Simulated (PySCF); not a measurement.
Record of a relaxation.

Compound: TMS, C4H12Si.
Numbering: `[CH3:1][Si:2]([CH3:3])([CH3:4])[CH3:5]` (hydrogens: H6, H7, H8 on C1; H9, H10, H11 on C3; H12, H13, H14 on C4; H15, H16, H17 on C5)

Method: PBE0-D3(BJ)/def2-TZVP geometry optimisation, gas phase in PySCF 2.14.0; density fitting, grid level 2; the optimiser is geomeTRIC in internal coordinates, started from a GFN2-xTB structure with every atom displaced at random (about 0.01 Å). 9 of its 11 geometries are shown. The frame can shift and turn from step to step; on so coarse a grid that alone can change the energy by a few meV, and forces under 0.02 eV/Å are noise.

Step 0: E = -12216.2802 eV, largest atomic force 1.857 eV/Å
```
atom  x, y, z in Å  |  force x, y, z in eV/Å
C1     -0.386   -1.239   -1.415   -0.694   1.713  -0.179
Si2    -0.007   -0.005   -0.004    0.410   0.005  -0.206
C3     -0.012    1.783   -0.684    0.900  -0.417   1.391
C4     -1.287   -0.153    1.367   -0.844   0.290  -0.473
C5      1.713   -0.422    0.711   -0.652   0.449   0.498
H6     -1.384   -0.999   -1.856    0.583  -0.198   0.281
H7     -0.409   -2.244   -1.070    0.027  -0.998   0.327
H8      0.342   -1.143   -2.222    0.085  -0.051   0.037
H9      0.241    2.507    0.126   -0.184  -0.473  -0.430
H10    -0.961    2.055   -1.079   -0.936   0.232  -0.409
H11     0.738    1.905   -1.453    0.245   0.008  -0.340
H12    -2.306    0.076    1.001    0.389   0.026  -0.100
H13    -1.379   -1.150    1.769    0.241  -0.483   0.178
H14    -1.134    0.529    2.199    0.291   0.145   0.139
H15     1.742   -1.437    1.117   -0.024   0.015  -0.053
H16     2.493   -0.323   -0.025    0.344  -0.048  -0.476
H17     1.979    0.270    1.529   -0.183  -0.216  -0.187
```

Step 1: E = -12216.3660 eV, largest atomic force 0.362 eV/Å
```
atom  x, y, z in Å  |  force x, y, z in eV/Å
C1      0.406   -1.497   -1.065    0.064  -0.181   0.107
Si2    -0.034   -0.022    0.024    0.238   0.027  -0.187
C3     -0.218    1.495   -1.073   -0.225   0.096  -0.080
C4     -1.616   -0.312    0.980   -0.012   0.236   0.208
C5      1.407    0.298    1.191    0.010  -0.100  -0.167
H6     -0.294   -1.675   -1.878   -0.268   0.134  -0.104
H7      0.481   -2.449   -0.525    0.043   0.207   0.101
H8      1.374   -1.313   -1.538    0.093   0.008   0.035
H9     -0.323    2.401   -0.477    0.149   0.095   0.186
H10    -1.121    1.476   -1.692    0.095  -0.232  -0.070
H11     0.645    1.630   -1.733   -0.055  -0.036   0.050
H12    -2.466   -0.363    0.302   -0.150   0.076  -0.078
H13    -1.590   -1.255    1.521    0.075  -0.134   0.134
H14    -1.799    0.492    1.714    0.035  -0.232  -0.276
H15     1.590   -0.549    1.858   -0.020   0.054   0.003
H16     2.318    0.460    0.600   -0.102   0.015   0.130
H17     1.230    1.190    1.799    0.030  -0.035   0.009
```

Step 2: E = -12216.3939 eV, largest atomic force 0.223 eV/Å
```
atom  x, y, z in Å  |  force x, y, z in eV/Å
C1      0.401   -1.487   -1.064    0.015  -0.125  -0.126
Si2    -0.024   -0.016    0.015    0.096   0.059  -0.028
C3     -0.221    1.496   -1.076   -0.146   0.166   0.031
C4     -1.606   -0.317    0.970   -0.038  -0.053   0.000
C5      1.407    0.295    1.189   -0.021  -0.048  -0.046
H6     -0.328   -1.647   -1.865   -0.016   0.050   0.063
H7      0.474   -2.420   -0.498    0.003   0.057   0.039
H8      1.371   -1.316   -1.543   -0.015  -0.023   0.006
H9     -0.321    2.403   -0.470    0.047  -0.043  -0.009
H10    -1.117    1.440   -1.702    0.051  -0.081  -0.016
H11     0.641    1.630   -1.733    0.013  -0.006   0.002
H12    -2.465   -0.367    0.294    0.005   0.012   0.018
H13    -1.567   -1.260    1.521    0.022   0.011   0.015
H14    -1.791    0.483    1.692   -0.014   0.006  -0.022
H15     1.582   -0.554    1.855   -0.011   0.002   0.016
H16     2.325    0.464    0.618    0.004   0.014   0.032
H17     1.228    1.180    1.805    0.005   0.003   0.026
```

Step 4: E = -12216.4027 eV, largest atomic force 0.058 eV/Å
```
atom  x, y, z in Å  |  force x, y, z in eV/Å
C1      0.395   -1.487   -1.073    0.005   0.053  -0.003
Si2    -0.005   -0.003    0.002   -0.006   0.011   0.002
C3     -0.226    1.512   -1.083    0.049  -0.026   0.017
C4     -1.586   -0.322    0.960    0.007  -0.011  -0.012
C5      1.409    0.293    1.199    0.008   0.005   0.013
H6     -0.371   -1.635   -1.840    0.004  -0.026   0.008
H7      0.461   -2.400   -0.478   -0.007  -0.022   0.000
H8      1.354   -1.349   -1.580   -0.014  -0.008  -0.015
H9     -0.342    2.415   -0.478   -0.035   0.001  -0.015
H10    -1.108    1.413   -1.721   -0.012   0.017  -0.002
H11     0.641    1.657   -1.733    0.006   0.009   0.002
H12    -2.447   -0.390    0.289    0.010  -0.021   0.003
H13    -1.525   -1.257    1.524   -0.003   0.013  -0.001
H14    -1.784    0.484    1.671   -0.008   0.020   0.013
H15     1.563   -0.565    1.857   -0.005  -0.009  -0.006
H16     2.343    0.472    0.661    0.010  -0.002  -0.002
H17     1.217    1.166    1.829   -0.010  -0.002  -0.002
```

Step 5: E = -12216.4040 eV, largest atomic force 0.069 eV/Å
```
atom  x, y, z in Å  |  force x, y, z in eV/Å
C1      0.391   -1.486   -1.076   -0.010   0.041   0.025
Si2     0.002    0.002   -0.001   -0.021  -0.010   0.000
C3     -0.225    1.517   -1.085    0.056  -0.039  -0.002
C4     -1.579   -0.322    0.958    0.007   0.029   0.006
C5      1.410    0.293    1.202    0.017   0.003   0.008
H6     -0.386   -1.638   -1.829   -0.003  -0.019  -0.006
H7      0.458   -2.395   -0.473    0.004  -0.013  -0.007
H8      1.343   -1.359   -1.598    0.000   0.002  -0.010
H9     -0.358    2.419   -0.482   -0.027   0.009   0.001
H10    -1.100    1.408   -1.731   -0.010   0.014  -0.004
H11     0.646    1.672   -1.728   -0.003   0.010   0.008
H12    -2.438   -0.406    0.287    0.001  -0.016  -0.005
H13    -1.509   -1.250    1.531    0.001   0.000   0.007
H14    -1.785    0.489    1.661   -0.004  -0.003  -0.008
H15     1.556   -0.571    1.856    0.000  -0.003  -0.006
H16     2.351    0.474    0.676   -0.004  -0.003  -0.002
H17     1.212    1.160    1.838   -0.005  -0.003  -0.004
```

Step 6: E = -12216.4050 eV, largest atomic force 0.040 eV/Å
```
atom  x, y, z in Å  |  force x, y, z in eV/Å
C1      0.388   -1.485   -1.078   -0.019   0.005   0.025
Si2     0.005    0.005   -0.003   -0.022  -0.018   0.002
C3     -0.222    1.520   -1.086    0.030  -0.020  -0.012
C4     -1.574   -0.321    0.957    0.002   0.038   0.012
C5      1.411    0.291    1.205    0.012  -0.005   0.000
H6     -0.399   -1.644   -1.820   -0.005  -0.004  -0.008
H7      0.460   -2.392   -0.472    0.014   0.001  -0.008
H8      1.332   -1.363   -1.613    0.007   0.011  -0.004
H9     -0.375    2.420   -0.485   -0.011   0.007   0.010
H10    -1.089    1.404   -1.741    0.000   0.003  -0.006
H11     0.654    1.686   -1.719   -0.004   0.007   0.010
H12    -2.431   -0.424    0.286   -0.004  -0.008  -0.006
H13    -1.496   -1.241    1.542    0.004  -0.005   0.010
H14    -1.790    0.497    1.651   -0.002  -0.012  -0.018
H15     1.552   -0.577    1.854    0.004   0.003  -0.002
H16     2.355    0.475    0.684   -0.010  -0.001  -0.003
H17     1.209    1.155    1.844    0.002  -0.002  -0.002
```

Step 8: E = -12216.4068 eV, largest atomic force 0.054 eV/Å
```
atom  x, y, z in Å  |  force x, y, z in eV/Å
C1      0.380   -1.483   -1.079   -0.014  -0.052  -0.006
Si2     0.005    0.005   -0.002    0.001  -0.009   0.007
C3     -0.215    1.522   -1.083   -0.041   0.031  -0.011
C4     -1.574   -0.315    0.959   -0.008   0.002   0.003
C5      1.414    0.284    1.204   -0.012  -0.017  -0.006
H6     -0.424   -1.662   -1.799    0.000   0.017   0.000
H7      0.484   -2.389   -0.475    0.013   0.017   0.000
H8      1.307   -1.351   -1.644    0.005   0.015   0.006
H9     -0.417    2.412   -0.482    0.018  -0.006   0.010
H10    -1.055    1.395   -1.772    0.018  -0.015  -0.005
H11     0.679    1.718   -1.682    0.005  -0.002   0.005
H12    -2.422   -0.467    0.285   -0.002   0.005  -0.001
H13    -1.480   -1.210    1.580    0.003   0.001   0.005
H14    -1.816    0.523    1.618    0.001  -0.002  -0.011
H15     1.554   -0.591    1.845    0.007   0.007   0.005
H16     2.357    0.471    0.683   -0.004   0.004  -0.005
H17     1.212    1.142    1.850    0.009   0.003   0.003
```

Step 9: E = -12216.4073 eV, largest atomic force 0.048 eV/Å
```
atom  x, y, z in Å  |  force x, y, z in eV/Å
C1      0.378   -1.484   -1.080   -0.003  -0.035  -0.013
Si2     0.002    0.003   -0.001    0.008   0.000   0.005
C3     -0.213    1.521   -1.081   -0.040   0.027  -0.002
C4     -1.578   -0.312    0.960   -0.005  -0.015  -0.003
C5      1.415    0.280    1.201   -0.014  -0.011  -0.002
H6     -0.431   -1.669   -1.793    0.002   0.011   0.003
H7      0.499   -2.388   -0.477    0.005   0.011   0.003
H8      1.298   -1.339   -1.652    0.001   0.008   0.004
H9     -0.431    2.407   -0.478    0.014  -0.006   0.003
H10    -1.040    1.390   -1.784    0.013  -0.010  -0.002
H11     0.690    1.728   -1.662    0.007  -0.004   0.002
H12    -2.422   -0.481    0.286    0.000   0.006   0.001
H13    -1.479   -1.195    1.597    0.000   0.004   0.001
H14    -1.829    0.536    1.603    0.001   0.005  -0.002
H15     1.561   -0.595    1.841    0.004   0.004   0.003
H16     2.354    0.468    0.675    0.001   0.003  -0.004
H17     1.216    1.137    1.850    0.006   0.003   0.002
```

Step 10: E = -12216.4075 eV, largest atomic force under 0.02 eV/Å
```
atom  x, y, z in Å  |  force x, y, z in eV/Å
C1      0.378   -1.485   -1.080    0.003  -0.008  -0.008
Si2     0.000    0.001    0.000    0.005   0.001   0.002
C3     -0.213    1.520   -1.079   -0.017   0.010   0.003
C4     -1.581   -0.311    0.960   -0.001  -0.013  -0.003
C5      1.415    0.278    1.200   -0.006  -0.003   0.002
H6     -0.431   -1.671   -1.792    0.001   0.002   0.002
H7      0.506   -2.389   -0.478    0.000   0.003   0.002
H8      1.297   -1.333   -1.652   -0.001   0.001   0.001
H9     -0.434    2.405   -0.475    0.004  -0.002  -0.001
H10    -1.035    1.389   -1.787    0.004  -0.003  -0.001
H11     0.693    1.728   -1.655    0.004  -0.002   0.000
H12    -2.424   -0.484    0.286    0.001   0.003   0.001
H13    -1.483   -1.191    1.602   -0.002   0.003   0.000
H14    -1.832    0.540    1.598    0.001   0.004   0.001
H15     1.565   -0.596    1.840    0.001   0.001   0.001
H16     2.352    0.467    0.669    0.002   0.001  -0.001
H17     1.219    1.136    1.848    0.002   0.001   0.000
```

**Question.** Summarise the path.

**Answer.** The energy falls by 2.94 kcal/mol from step 0 to step 10; nine tenths of that is first reached at step 3. It falls at every step. The largest force goes from 1.857 to under 0.02 eV/Å. Among the bonds Si2–C3 changes most (a near tie, within 0.001 Å, with another), from 1.913 to 1.876 Å; the atoms move by 0.038 Å rms after alignment.

**Question.** Follow the three bonds and two angles with the largest change from start to end.

**Answer.** 
```csv
step,E above end (kcal/mol),largest force (eV/Å),Si2–C3 (Å),C1–Si2 (Å),Si2–C5 (Å),H12–C4–H13 (°),Si2–C4–H14 (°)
0,2.94,1.857,1.913,1.913,1.909,103.6,114.4
1,0.96,0.362,1.881,1.885,1.882,106.6,111.6
2,0.31,0.223,1.875,1.873,1.877,107.5,111.2
3,0.16,0.076,1.876,1.874,1.876,107.8,111.1
4,0.11,0.058,1.877,1.876,1.875,107.9,111.0
5,0.08,0.069,1.877,1.877,1.875,107.8,111.1
6,0.06,0.040,1.876,1.877,1.875,107.8,111.2
7,0.04,0.040,1.875,1.876,1.876,107.7,111.3
8,0.02,0.054,1.875,1.875,1.876,107.6,111.4
9,0.00,0.048,1.875,1.875,1.876,107.7,111.4
10,0.00,under 0.02,1.876,1.875,1.876,107.7,111.3
```

The cost below is that of the whole optimisation. The run took 3.5 min wall on one thread of an Intel Xeon at 2.30 GHz, shared host, and the process peaked at 1.4 GiB of memory.
